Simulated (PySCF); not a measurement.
Cl₃HSeSi, SMILES Cl[Si](Cl)(Cl)[SeH].

Geometry: PBE0-D3(BJ)/def2-SVP. This is a generated structure with no PubChem entry under its InChIKey; it may be hypothetical. Other conformers were not sampled.

All values below come from PBE/def2-TZVP in PySCF.

Symmetry labels are those of the subgroup Cs that the program uses (full group Cs).

Computed valence orbital energies around the gap with their symmetry:
```csv
orbital,symmetry,energy (eV)
HOMO−7,A',-9.60
HOMO−6,A',-8.85
HOMO−5,A",-8.85
HOMO−4,A",-8.34
HOMO−3,A',-8.29
HOMO−2,A',-8.04
HOMO−1,A",-7.93
HOMO,A",-6.55
LUMO,A',-1.92
LUMO+1,A',-1.20
LUMO+2,A',-0.55
LUMO+3,A",-0.45
```
